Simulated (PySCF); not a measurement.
**Frontier orbitals and the lowest excitations**

C5H7Cl3Si.
Structure used (PBE0-D3(BJ)/def2-SVP), in Å, numbered top down from 1:
```xyz
16
C5H7Cl3Si angstrom
Cl    -1.4026   -1.7908   -0.9971
C     -1.8177   -0.5764    0.2425
Cl    -2.9150   -1.3405    1.4332
Cl    -2.6930    0.7722   -0.5321
C     -0.5621   -0.0477    0.9155
C      0.2411   -1.1114    1.6205
C      1.4920   -1.3638    1.2115
C      2.0768   -0.5949    0.0588
Si     0.7385    0.7018   -0.2921
H     -0.9127    0.7180    1.6291
H     -0.2187   -1.6643    2.4453
H      2.0910   -2.1354    1.7085
H      2.2615   -1.2574   -0.8048
H      3.0501   -0.1471    0.3190
H      1.1300    2.0625    0.1830
H      0.2936    0.7845   -1.7098
```

Theory: PySCF, TDDFT CAM-B3LYP/def2-SVPD, vertical, gas phase, core orbitals frozen in the response.

Frontier orbitals with the atoms that hold most of them (Löwdin shares over 4%, at most four atoms; ? is withheld):

```json
{"orbital": "HOMO-3", "ε (eV)": "-10.46", "atoms": "Cl1 33%, Cl4 29%, Cl3 11%, Si9 5%"}
{"orbital": "HOMO-2", "ε (eV)": "-10.08", "atoms": "Cl3 37%, Cl1 32%, Cl4 29%"}
{"orbital": "HOMO-1", "ε (eV)": "-9.97", "atoms": "Cl3 21%, C5 19%, Si9 16%, C8 15%"}
{"orbital": "HOMO", "ε (eV)": "-8.95", "atoms": "?"}
{"orbital": "LUMO", "ε (eV)": "?", "atoms": "?"}
{"orbital": "LUMO+1", "ε (eV)": "0.75", "atoms": "Cl3 22%, C2 15%, C6 11%, C7 11%"}
{"orbital": "LUMO+2", "ε (eV)": "0.98", "atoms": "Cl1 22%, Si9 16%, Cl3 15%, C2 12%"}
```

Task: Which atoms hold the HOMO, and with what shares?

Result: C6 (bonded to 2 C and H) 34%; C7 (bonded to 2 C and H) 32%; C8 (bonded to C, Si and 2 H) 9%; C5 (bonded to 2 C, Si and H) 6%.

Task: Give the leading atoms of the LUMO.

Result: Cl4 (bonded to C) 26%; Cl1 (bonded to C) 21%; C2 (bonded to C and 3 Cl) 19%; Cl3 (bonded to C) 18%. By element: chlorine 65%, carbon 19% or more.

Task: What is the LUMO energy, and the HOMO–LUMO gap?

Result: ε(LUMO) = 0.18 eV; the gap is 9.13 eV (0.3355 hartree).

Task: The HOMO–LUMO gap is 9.13 eV. Where does the response calculation put the lowest singlet, and from which orbitals?

Result: S1 is at 6.43 eV (f = 0.021), 2.69 eV below the gap, made of HOMO-2→LUMO (50%), HOMO→LUMO (33%). Its leading pair isn't HOMO and LUMO; the energies of that pair differ by 10.26 eV. Without the coupling terms of the response equations the lowest excitation would equal the gap.

Next come S2 at 6.50 eV (f 0.044), HOMO→LUMO (45%), HOMO-2→LUMO (31%); S3 at 6.68 eV (f 0.0089), HOMO-1→LUMO (53%), HOMO-4→LUMO (9%); S4 at 6.89 eV (f 0.040), HOMO-3→LUMO (50%), HOMO-5→LUMO (15%); S5 at 6.93 eV (f 0.071), HOMO→LUMO+1 (84%).

Löwdin shares depend on the basis, the more so with diffuse functions.
